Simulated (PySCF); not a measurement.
Level of theory: PySCF with B3LYP-D3(BJ)/def2-TZVP // PBE0-D4/def2-TZVP. Isolated molecules, 0 K electronic values unless said otherwise. B3LYP has the VWN-RPA correlation part, as in Gaussian. Excitations are Tamm–Dancoff values on a coarser integration grid. The basis has no diffuse functions, so Rydberg states are missing or too high.

Reference species (SMILES): `[F][Ga]([Br])[Br]` (neutral, multiplicity 1).

| Item | Value |
|---|---|
| LUMO | -2.51 eV |
| S1–T1 gap (TDA) | 0.38 eV |

Changed species: `[F][Ga]([F])[F]` (0 of 3 F replaced by Br; the reference has 2 of 3 F replaced by Br).

Problem. Predict the effect on the LUMO and S1–T1 gap (TDA).

Solution. the LUMO falls by 0.27 eV, to -2.78 eV; the S1–T1 gap (TDA) falls by 0.02 eV, to 0.36 eV.
